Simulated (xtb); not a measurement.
CH2I, SMILES [CH2]I (connectivity only; charge and spin as stated), charge +1, multiplicity 1. All values are semi-empirical tight-binding results from xtb (GFN2-xTB unless named), good for trends rather than for accurate numbers. The structure is a stationary point at GFN2-xTB. The multiplicity is an assumed one; other spin states were not compared. The isomer is the one that the SMILES or the coordinates give; other isomers of the formula were not compared.

```json
{
 "point_group_as_xtb_finds_it": "C2v",
 "orbital_gap": "1.32 eV",
 "zero_point_energy": "13.8 kcal/mol",
 "G − E(el) at 298.15 K (modified RRHO)": "-1.6 kcal/mol",
 "static polarisability (D4 model)": "43.3 bohr³",
 "solvation energy, GFN2-xTB/ALPB(water)": "-58.9 kcal/mol",
 "solvation energy, GFN2-xTB/ALPB(thf)": "-57.0 kcal/mol"
}
```
